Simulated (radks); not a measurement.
Q: Co V, 23 electrons, occupied as [Ar] 3d5. All-electron calculation, scalar-relativistic Kohn-Sham, PBEsol, spin-polarised, spherical densities, finite nucleus; open shells are filled with parallel spins first; Fermi nuclear charge, rms radius 3.7875 fm. Program: a radial shooting solver on a logarithmic mesh with Libxc functionals. Some entries of the table are withheld. Estimate them.

orbital  occ.  eigenvalue (eV)  <r> (bohr)
1s down     1        -7647.028     0.05623
1s up       1        -7647.026     0.05623
2s up       1        -961.9990      0.2559
2s down     1        -958.7436      0.2554
2p up       3              (1)      0.2254
2p down     3              (2)      0.2247
3s up       1              (3)      0.7596
3s down     1              (4)      0.7636
3p up       3        -127.5418      0.7899
3p down     3        -121.0570      0.7964
3d up       5         -68.2533      0.8687
3d down     0         -61.8927      0.8946

A: 
(1) 2p up eigenvalue (eV): -832.9345
(2) 2p down eigenvalue (eV): -830.4690
(3) 3s up eigenvalue (eV): -164.7052
(4) 3s down eigenvalue (eV): -158.1176
